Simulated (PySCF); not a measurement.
Point-charge models of `COC[SiH2][SiH2]O` against its computed dipole.

Coordinates (GFN2-xTB, Å) and charges (e) from the PBE0/pcSseg-1 density (PySCF):

```json
{"atom": "C1", "x": "1.264", "y": "2.058", "z": "-0.108", "Mulliken": "-0.0222", "IAO": "-0.1998", "Hirshfeld": "-0.0376", "ESP-fitted": "-0.2910"}
{"atom": "O2", "x": "0.600", "y": "0.857", "z": "0.184", "Mulliken": "-0.5602", "IAO": "-0.3936", "Hirshfeld": "-0.1215", "ESP-fitted": "-0.2087"}
{"atom": "C3", "x": "1.111", "y": "-0.261", "z": "-0.532", "Mulliken": "-0.2346", "IAO": "-0.3121", "Hirshfeld": "-0.0846", "ESP-fitted": "-0.0807"}
{"atom": "Si4", "x": "0.061", "y": "-1.768", "z": "0.027", "Mulliken": "+0.2686", "IAO": "+0.4067", "Hirshfeld": "+0.2364", "ESP-fitted": "+0.0256"}
{"atom": "Si5", "x": "-2.136", "y": "-1.056", "z": "0.119", "Mulliken": "+0.6299", "IAO": "+0.7600", "Hirshfeld": "+0.3126", "ESP-fitted": "+0.5843"}
{"atom": "O6", "x": "-2.218", "y": "0.387", "z": "0.861", "Mulliken": "-0.5586", "IAO": "-0.7981", "Hirshfeld": "-0.3172", "ESP-fitted": "-0.6509"}
{"atom": "H7", "x": "2.331", "y": "1.989", "z": "0.137", "Mulliken": "+0.0976", "IAO": "+0.1268", "Hirshfeld": "+0.0404", "ESP-fitted": "+0.1146"}
{"atom": "H8", "x": "1.165", "y": "2.314", "z": "-1.171", "Mulliken": "+0.0932", "IAO": "+0.1248", "Hirshfeld": "+0.0389", "ESP-fitted": "+0.1200"}
{"atom": "H9", "x": "0.803", "y": "2.837", "z": "0.497", "Mulliken": "+0.1214", "IAO": "+0.1558", "Hirshfeld": "+0.0527", "ESP-fitted": "+0.1517"}
{"atom": "H10", "x": "1.020", "y": "-0.076", "z": "-1.612", "Mulliken": "+0.1257", "IAO": "+0.1248", "Hirshfeld": "+0.0321", "ESP-fitted": "+0.0825"}
{"atom": "H11", "x": "2.181", "y": "-0.379", "z": "-0.321", "Mulliken": "+0.1281", "IAO": "+0.1313", "Hirshfeld": "+0.0366", "ESP-fitted": "+0.1034"}
{"atom": "H12", "x": "0.654", "y": "-2.214", "z": "1.298", "Mulliken": "-0.0487", "IAO": "-0.0996", "Hirshfeld": "-0.0760", "ESP-fitted": "-0.0350"}
{"atom": "H13", "x": "0.362", "y": "-2.827", "z": "-0.946", "Mulliken": "-0.0653", "IAO": "-0.1081", "Hirshfeld": "-0.0809", "ESP-fitted": "-0.0545"}
{"atom": "H14", "x": "-2.736", "y": "-0.923", "z": "-1.219", "Mulliken": "-0.1254", "IAO": "-0.1505", "Hirshfeld": "-0.0903", "ESP-fitted": "-0.1382"}
{"atom": "H15", "x": "-3.012", "y": "-1.897", "z": "0.934", "Mulliken": "-0.1101", "IAO": "-0.1300", "Hirshfeld": "-0.0822", "ESP-fitted": "-0.1131"}
{"atom": "H16", "x": "-1.458", "y": "0.967", "z": "0.817", "Mulliken": "+0.2605", "IAO": "+0.3616", "Hirshfeld": "+0.1406", "ESP-fitted": "+0.3899"}
```

What dipole does each set of charges give (1 e·Å = 4.803 D), and what does the density give?

The full density gives (2.68, 0.83, -1.32) D, 3.10 D in size; dipole vectors point from the negative to the positive end.

```tsv
scheme	μx	μy	μz	size (D)	share of the full size (%)	angle to the full dipole (°)
Mulliken	1.76	-1.23	-1.88	2.85	92	46
IAO	2.35	-1.50	-2.08	3.48	112	44
Hirshfeld	1.64	0.22	-0.74	1.81	58	9
ESP-fitted	2.69	0.82	-1.35	3.12	101	1
```

Which set comes closest?

Length of the difference vector: ESP-fitted 0.04 D, Hirshfeld 1.34 D, Mulliken 2.33 D, IAO 2.48 D. Closest: ESP-fitted. 

What is left for the Hirshfeld atoms' own dipoles?

The shares of the density sum to the whole, so what Σ q r misses lies in dipoles about the nuclei. The atomic dipoles sum to (2.68, 0.83, -1.32) − (1.64, 0.22, -0.74) = (1.04, 0.61, -0.58) D, 1.34 D in size.

With the origin at the mean of the coordinates, (0.000, 0.001, -0.065) Å, which are the largest single terms, by size, of the Hirshfeld dipole along the direction of the full one?

O6 +3.36, Si5 -3.31, H15 +1.40, H16 -0.93, H14 +0.92 D; all 16 atoms together +1.79 D. The single terms depend on the origin, their sum doesn't.

Give the size of the full dipole in other units.

3.10 D = 1.219 au = 0.645 e·Å = 10.34 × 10⁻³⁰ C·m.

The structure is a single GFN2-xTB conformer in the gas phase; no vibrational or solvent corrections.

The values belong to the conformer `[CH3:1][O:2][CH2:3][SiH2:4][SiH2:5][OH:6]`: C1–O2–C3–Si4 180°, O2–C3–Si4–Si5 42°, C3–Si4–Si5–O6 -45°, H–O6–Si5–Si4 28°.
